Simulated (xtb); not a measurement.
Harmonic IR lines of one isomer of CH4S4, unscaled. Method: GFN2-xTB run with xtb.

| wavenumber (cm⁻¹) | relative intensity |
|---|---|
| 61 | 6.5 |
| 177 | 4.3 |
| 279 | 46 |
| 399 | 16 |
| 485 | 22 |
| 495 | 16 |
| 707 | 19 |
| 778 | 7.4 |
| 937 | 25 |
| 1438 | 27 |
| 2371 | 100 |
| 3037 | 4.4 |
| 3048 | 3.6 |

**Question.** Say which structure gives these lines.
A. `CSSSS`
B. `SCSSS`
C. `SSC(S)S`
D. `SC(S)(S)S`

**Answer.** A, `CSSSS`
